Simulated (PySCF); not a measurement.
# Peak assignment

Molfile (atoms numbered from 1):
```
C2H10OSi3
     RDKit          3D

 16 16  0  0  0  0  0  0  0  0999 V2000
    2.1158   -0.8626    0.7312 Si  0  0  0  0  0  4  0  0  0  0  0  0
    0.5263   -0.6332    0.8264 O   0  0  0  0  0  0  0  0  0  0  0  0
   -0.4286    0.0549    0.0641 C   0  0  2  0  0  0  0  0  0  0  0  0
   -1.9851   -1.0225    0.0027 Si  0  0  0  0  0  4  0  0  0  0  0  0
    0.0581    0.7416   -1.2238 C   0  0  0  0  0  0  0  0  0  0  0  0
   -0.3996    1.9665    0.1217 Si  0  0  0  0  0  4  0  0  0  0  0  0
    2.8581    0.4057    0.7178 H   0  0  0  0  0  0  0  0  0  0  0  0
    2.5075   -1.6120   -0.4689 H   0  0  0  0  0  0  0  0  0  0  0  0
    2.3200   -1.6235    1.9543 H   0  0  0  0  0  0  0  0  0  0  0  0
   -1.6782   -2.2907   -0.6628 H   0  0  0  0  0  0  0  0  0  0  0  0
   -3.0053   -0.2954   -0.7581 H   0  0  0  0  0  0  0  0  0  0  0  0
   -2.4300   -1.2716    1.3727 H   0  0  0  0  0  0  0  0  0  0  0  0
    1.0977    0.5670   -1.4684 H   0  0  0  0  0  0  0  0  0  0  0  0
   -0.5813    0.6104   -2.0868 H   0  0  0  0  0  0  0  0  0  0  0  0
    0.6782    2.5997    0.8571 H   0  0  0  0  0  0  0  0  0  0  0  0
   -1.6613    2.6745    0.0094 H   0  0  0  0  0  0  0  0  0  0  0  0
  1  2  1  0
  3  2  1  1
  3  4  1  0
  3  5  1  0
  5  6  1  0
  6  3  1  0
  1  7  1  0
  1  8  1  0
  1  9  1  0
  4 10  1  0
  4 11  1  0
  4 12  1  0
  5 13  1  0
  5 14  1  0
  6 15  1  0
  6 16  1  0
M  END
```

[PySCF 2.14.0 with density-fitted response routines: NMR shieldings at PBE0/pcSseg-1/GIAO; structure optimised with GFN2-xTB; non-relativistic; single conformer; one averaged value for each set of equivalent atoms; no solvent model]

References, each an isolated molecule treated in the same way: ¹³C (186.93 ppm), ¹H (31.72 ppm) against TMS.

(1) Assign these signals to the numbered atoms. ¹³C{¹H} NMR (computed): δ 52.5, 8.1.

(2) Assign these signals to the numbered atoms. ¹H NMR (300 MHz, computed): δ 4.78 (s, 3H), 4.08 (s, 3H), 3.04 (m, 1H), 2.47 (m, 1H), 1.30 (m, 1H), 0.99 (m, 1H).

Results:

(1) 
52.5 → C3, three-membered-ring carbon: deshielded by the electronegative neighbour
8.1 → C5, three-membered-ring carbon

(2) 
```tsv
δ (ppm)	atoms	environment	reason
4.78	H7/H8/H9	hydrogen on a silicon bonded to O	–
4.08	H10/H11/H12	hydrogen on a silicon bonded to C	–
3.04	H15	hydrogen on a silicon bonded to 2 C, in a 3-membered ring	–
2.47	H16	hydrogen on a silicon bonded to 2 C, in a 3-membered ring	–
1.30	H13	hydrogen on a three-membered-ring carbon	cyclopropane-type protons are shielded by the ring
0.99	H14	hydrogen on a three-membered-ring carbon	–
```

Shifts are as computed. Against solution values, carbons near 30 ppm lie about +3 ppm off and those near 130 ppm about +5 ppm. Of 1211 compounds with measured shifts, 218 miss one by over three times the rms of a fit or turn the order of signals round; such compounds aren't used in these exercises. No couplings were computed; multiplicities are counted from neighbouring protons, with m where these are inequivalent, close in shift, in a saturated or five-membered ring or joined by F or P, and br s for small geminal =CH2 splittings.
